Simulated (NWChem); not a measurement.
Program: NWChem. System: CF, charge 0, spin multiplicity 2, at a geometry optimised with UB3LYP/def2-SVP. The structure started from a generated list of species. Its SCF solution wasn't tested for a lower state. Level: URI-MP2/cc-pVQZ, 2 core orbitals frozen.

The NWChem input:

```
start mol
memory heap 200 mb stack 900 mb global 1100 mb
geometry units angstroms nocenter noautoz
  C      0.000000     0.000000     0.763121
  F      0.000000     0.000000    -0.508747
  symmetry group C2v
end
basis spherical
  * library cc-pvqz
end
basis "ri-mp2 basis" spherical
  * library cc-pvqz-ri
end
scf
  uhf
  nopen 1
  maxiter 100
  thresh 1e-7
  semidirect memsize 60000000 filesize 0
  # guess.movecs holds the orbitals of an unrestricted PBE0 run
  vectors input guess.movecs output mol.movecs
end
mp2
  freeze core 2
end
task rimp2 energy
```

Part of the output:

```
             Northwest Computational Chemistry Package (NWChem) 7.3.0
             --------------------------------------------------------

                                NWChem Input Module
                                -------------------

 Scaling coordinates for geometry "geometry" by  1.889725989
 (inverse scale =  0.529177249)

 Turning off AUTOSYM since
 SYMMETRY directive was detected!

                             Geometry "geometry" -> ""
                             -------------------------

 Output coordinates in angstroms (scale by  1.889725989 to convert to a.u.)

  No.       Tag          Charge          X              Y              Z
 ---- ---------------- ---------- -------------- -------------- --------------
    1 C                    6.0000     0.00000000     0.00000000     0.76312100
    2 F                    9.0000     0.00000000     0.00000000    -0.50874700

 Effective nuclear repulsion energy (a.u.)      22.4674034145

            Nuclear Dipole moment (a.u.)
            ----------------------------
        X                 Y               Z
 ---------------- ---------------- ----------------
     0.0000000000     0.0000000000     0.0000056692

      Symmetry information
      --------------------

 Group name             C2v
 Group number             16
 Group order               4
 No. of unique centers     2

      Symmetry unique atoms

     1    2


 Summary of "ao basis" -> "" (spherical)
 ------------------------------------------------------------------------------
       Tag                 Description            Shells   Functions and Types
 ---------------- ------------------------------  ------  ---------------------
 *                          cc-pvqz                   on all atoms

 Summary of "ri-mp2 basis" -> "" (spherical)
 ------------------------------------------------------------------------------
       Tag                 Description            Shells   Functions and Types
 ---------------- ------------------------------  ------  ---------------------
 *                         cc-pvqz-ri                 on all atoms
[...]
 RI-MP2 Calculation Information:
          Nr. of AO basis functions:        110
     Nr. of fitting basis functions:        264
               Nr. of MO spin cases:          2
        Nr. of MOs to be correlated:        108        108
     Nr. of occupied MOs correlated:          6          5
      Nr. of virtual MOs correlated:        102        103

          RI integral approximation: 'V'
    Threshold for Schwarz screening:  1.000E-09
 Smallest eigenvalue retained in fit  1.000E-08
    Type of storage for MO integrals 'EAF library'

 Transformation block size    6, requiring     1 integral passes.
 XForm_3cInts: Completed     1:    6 pass.
 Transformation block size    5, requiring     1 integral passes.
 XForm_3cInts: Completed     1:    5 pass.
 Energy evaluation using block sizes     6    6
 RIMP2_V_E2: Approx. ints. done (    1:    6,    1:    6)
 RIMP2_V_E2: Copy to B done (    1:    6,    1:    6)
 RIMP2_V_E2: Denominators done (    1:    6,    1:    6)
 RIMP2_V_E2: Completed block (    1:    6,    1:    6)
 RIMP2_V_E2: Approx. ints. done (    1:    6,    1:    5)
 RIMP2_V_E2: Copy to B done (    1:    6,    1:    5)
 RIMP2_V_E2: Denominators done (    1:    6,    1:    5)
 RIMP2_V_E2: Completed block (    1:    6,    1:    5)
 RIMP2_V_E2: Approx. ints. done (    1:    5,    1:    5)
 RIMP2_V_E2: Copy to B done (    1:    5,    1:    5)
 RIMP2_V_E2: Denominators done (    1:    5,    1:    5)
 RIMP2_V_E2: Completed block (    1:    5,    1:    5)

          -------------------------------------------
          SCF energy                -137.235682211078
          Correlation energy          -0.382641918617
          Total MP2 energy          -137.618324129695
          -------------------------------------------

 -----------------------
 Performance information
 -----------------------

 Timer overhead =  1.56D-07 seconds/call

               Nr. of calls         CPU time (s)                 Wall time (s)                GFlops
             ---------------    -------------------     ------------------------------   -------------------
Name         Min   Avg   Max    Min     Avg     Max     Min     Avg     Max   Mx/calls   Min     Max     Sum
Overall       1     1     1    4.5     4.5     4.5      4.5     4.5     4.5     4.5      0.0     0.0     0.0
3c integr     2     2     2    1.3     1.3     1.3      1.3     1.3     1.3    0.64      0.0     0.0     0.0
Energy        1     1     1   0.11    0.11    0.11     0.11    0.11    0.11    0.11      0.0     0.0     0.0
3c integr     2     2     2    1.3     1.3     1.3      1.3     1.3     1.3    0.63      0.0     0.0     0.0
First 2/3     6     6     6   1.26E-2 1.26E-2 1.26E-2  1.26E-2 1.26E-2 1.26E-2 2.11E-3   0.0     0.0     0.0
Final 1/3     2     2     2   8.00E-3 8.00E-3 8.00E-3  8.00E-3 8.00E-3 8.00E-3 4.00E-3   0.0     0.0     0.0
Write 3c      2     2     2   9.28E-4 9.28E-4 9.28E-4  9.29E-4 9.29E-4 9.29E-4 4.64E-4   0.0     0.0     0.0
Read 3c i     3     3     3   1.08E-3 1.08E-3 1.08E-3  1.08E-3 1.08E-3 1.08E-3 3.59E-4   0.0     0.0     0.0
Fitting b     1     1     1   4.05E-2 4.05E-2 4.05E-2  4.05E-2 4.05E-2 4.05E-2 4.05E-2   0.0     0.0     0.0
Schwarz i     1     1     1   4.42E-2 4.42E-2 4.42E-2  4.42E-2 4.42E-2 4.42E-2 4.42E-2   0.0     0.0     0.0
Form 4ci      3     3     3   2.39E-2 2.39E-2 2.39E-2  2.39E-2 2.39E-2 2.39E-2 7.98E-3   0.0     0.0     0.0
Form A &      3     3     3   7.91E-2 7.91E-2 7.91E-2  7.91E-2 7.91E-2 7.91E-2 2.64E-2   0.0     0.0     0.0
Denominat     3     3     3   8.16E-4 8.16E-4 8.16E-4  8.16E-4 8.16E-4 8.16E-4 2.72E-4   0.0     0.0     0.0
Pair Ener     3     3     3   2.68E-3 2.68E-3 2.68E-3  2.68E-3 2.68E-3 2.68E-3 8.92E-4   0.0     0.0     0.0

 The average no. of pstat calls per process was 3.30D+01
 with a timing overhead of 5.15D-06s

 Task  times  cpu:        4.5s     wall:        4.5s

 Total times  cpu:        4.5s     wall:        4.5s
```
